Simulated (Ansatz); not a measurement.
Reaction (formal exchange of groups at a C–Al bond): `C=[N][AlH][CH2]C` + `CC[SiH]` → `CC[Si]CC` + `C=[N][AlH2]`

Isolated molecules relaxed with PBE0-D4/def2-TZVP in Ansatz; ΔE leaves out vibrations. CCSD(T)/CBS adds triple-zeta CCSD(T) − MP2 to the extrapolated MP2 energy (def2 sets, frozen cores). One conformer a species, not always the lowest.

```json
{"species": "`C=[N][AlH][CH2]C`", "CCSD(T)/CBS(def2) energy (Eh)": "-415.68410"}
{"species": "`CC[SiH]`", "CCSD(T)/CBS(def2) energy (Eh)": "-368.72354"}
{"species": "`CC[Si]CC`", "CCSD(T)/CBS(def2) energy (Eh)": "-447.25702"}
{"species": "`C=[N][AlH2]`", "CCSD(T)/CBS(def2) energy (Eh)": "-337.15304"}
```

Work out ΔE.

ΔE = (-447.25702) + (-337.15304) − (-415.68410) − (-368.72354) = -0.00242 Eh = -0.07 eV.

Largest T1 diagnostic among the species: 0.015.

In def2-TZVPP, CCSD(T) changes the Hartree–Fock value by −0.10 eV (the triples alone add −0.03 eV) and MP2 by −0.13 eV. At CCSD(T), def2-SVP lies +0.04 eV from the extrapolated value and def2-TZVPP +0.01 eV. Leaving LDA and LC-ωPBE aside and taking each functional with its dispersion term where it has one, the values, not all of them listed here, spread over 0.10 eV, from revPBE-D4 to B2PLYP. LDA lies −0.10 eV from PBE without D4.
